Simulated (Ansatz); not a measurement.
CH$_{5}$ClSSi (`C[SiH](S)Cl`). Charge 0, multiplicity 1. The structure was optimised at the PBE0-D4/def2-TZVP level. It is one conformer, not always the lowest.

```xyz
9

C     0.329    0.697    0.903
Si   -0.442    0.047   -0.653
S     0.732   -1.468   -1.577
Cl   -2.327   -0.642   -0.181
H     1.319    1.105    0.690
H     0.432   -0.099    1.644
H    -0.295    1.485    1.333
H    -0.597    1.081   -1.701
H     0.847   -2.205   -0.458
```

Question: What is the dipole moment at PBE/def2-TZVPP? (Estimate.)

Answer: Ansatz gave: 1.92 D, with components (1.23, 0.66, 1.32) D in this frame, pointing from negative to positive charge.

Question: And with r2SCAN, B3LYP, ωB97M-V? (An estimate is asked.)

Answer: Computed: r2SCAN 1.99 D, B3LYP 1.93 D, ωB97M-V 1.93 D.

Question: Give the Mulliken charges with PBE, r2SCAN, ωB97M-V in def2-TZVPP. (An estimate is asked.)

Answer: Ansatz gave: 
```json
{"atom": "C1", "PBE": "-0.36", "r2SCAN": "-0.30", "ωB97M-V": "-0.43"}
{"atom": "Si2", "PBE": "0.43", "r2SCAN": "0.54", "ωB97M-V": "0.41"}
{"atom": "S3", "PBE": "-0.24", "r2SCAN": "-0.26", "ωB97M-V": "-0.24"}
{"atom": "Cl4", "PBE": "-0.23", "r2SCAN": "-0.26", "ωB97M-V": "-0.22"}
{"atom": "H5", "PBE": "0.12", "r2SCAN": "0.09", "ωB97M-V": "0.13"}
{"atom": "H6", "PBE": "0.11", "r2SCAN": "0.08", "ωB97M-V": "0.12"}
{"atom": "H7", "PBE": "0.12", "r2SCAN": "0.09", "ωB97M-V": "0.13"}
{"atom": "H8", "PBE": "-0.06", "r2SCAN": "-0.08", "ωB97M-V": "-0.02"}
{"atom": "H9", "PBE": "0.11", "r2SCAN": "0.10", "ωB97M-V": "0.12"}
```

B3LYP here is the variant with VWN-RPA as its local correlation; programs differ in this.
